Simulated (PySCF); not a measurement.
PySCF 2.14 output of an unrestricted B97-3 calculation on a single atom or ion in ANO-RCC-VTZP, with the spin-free X2C one-electron Hamiltonian (Gaussian nucleus):

```
SCF conv_tol = 1e-09
number electrons alpha = 36  beta = 28
    T. W. Keal and D. J. Tozer.,  J. Chem. Phys. 123, 121103 (2005)
cycle= 1 E= -11269.946891454  delta_E= -0.017  |g|= 0.134  |ddm|= 0.231
cycle= 2 E= -11269.9459653696  delta_E= 0.000926  |g|= 0.161  |ddm|= 0.0739
cycle= 3 E= -11269.9491004582  delta_E= -0.00314  |g|= 0.0111  |ddm|= 0.0421
cycle= 4 E= -11269.9492118678  delta_E= -0.000111  |g|= 0.00252  |ddm|= 0.0284
cycle= 5 E= -11269.9492816272  delta_E= -6.98e-05  |g|= 0.0017  |ddm|= 0.0275
cycle= 6 E= -11269.9493569036  delta_E= -7.53e-05  |g|= 0.000668  |ddm|= 0.0621
cycle= 7 E= -11269.9493584783  delta_E= -1.57e-06  |g|= 7.63e-05  |ddm|= 0.00904
cycle= 8 E= -11269.9493584998  delta_E= -2.15e-08  |g|= 3.77e-05  |ddm|= 0.000616
cycle= 9 E= -11269.9493585032  delta_E= -3.39e-09  |g|= 8.07e-06  |ddm|= 0.000385
cycle= 10 E= -11269.9493585033  delta_E= -9.64e-11  |g|= 8.53e-07  |ddm|= 4.09e-05
converged SCF energy = -11269.9493585033  <S^2> = 20.068575  2S+1 = 9.015226
```

The run itself started from symmetry-adapted Hartree-Fock orbitals and held the occupation by maximum overlap, on a logarithmic radial grid, so the iterations belong to that start.

Which element, charge and spin multiplicity is this?

Gd (gadolinium, neutral), multiplicity 9; the state was [Xe] 4f7 5d1 6s2, high-spin 9D determinant.

Spin-orbit coupling, absent here, splits the open shell strongly. ⟨S²⟩ = 20.07 against 20.00 shows spin contamination.
